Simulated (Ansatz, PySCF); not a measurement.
Spin states of CMoO (SMILES [O+]#[C-]->[Mo]), each relaxed with B3LYP-D3(BJ)/def2-TZVP.
State 1 (charge 0, multiplicity 5):
```xyz
3

Mo    -1.074    -0.859    -0.979
O      0.889     0.757     0.786
C      0.152     0.150     0.123
```
State 2 (charge 0, multiplicity 7):
| atom | x (Å) | y (Å) | z (Å) |
|---|---|---|---|
| Mo | -1.1393 | -1.0328 | -0.9987 |
| O | 0.9268 | 0.5522 | 0.8978 |
| C | 0.1793 | 0.5281 | 0.0306 |

Singlets are restricted, other states unrestricted; no spin–orbit coupling, no relativity up to Kr; see below for the cores. The largest T1 diagnostic is 0.050.

Correlated levels freeze the inner cores; with def2 sets outer-core shells near the valence are correlated too.

Programs: Ansatz (Gaussian orbitals); PySCF for the dispersion terms. Values without a source in brackets are computed. In def2 rows elements past Kr take small-core potentials, without spin–orbit coupling.

PBE/def2-TZVPP gives 0.513 eV for the energy of the multiplicity-7 state less that of the multiplicity-5 state.

Question: How do the other levels lie against it? Give each less PBE: PBE-D3(BJ)/def2-TZVPP, r2SCAN/def2-TZVPP, B3LYP/def2-TZVPP, wB97M-V/def2-TZVPP, B2PLYP/def2-TZVPP.

Answer: PBE-D3(BJ)/def2-TZVPP -0.002; r2SCAN/def2-TZVPP -0.373; B3LYP/def2-TZVPP -0.118; wB97M-V/def2-TZVPP -0.370; B2PLYP/def2-TZVPP -0.181 eV. 0 of 5 lie above PBE; the widest gap is to r2SCAN/def2-TZVPP.

Doubts at one or more of the structures used: a spin-contaminated determinant (B2PLYP/def2-TZVPP).

Ansatz is a first-principles code.
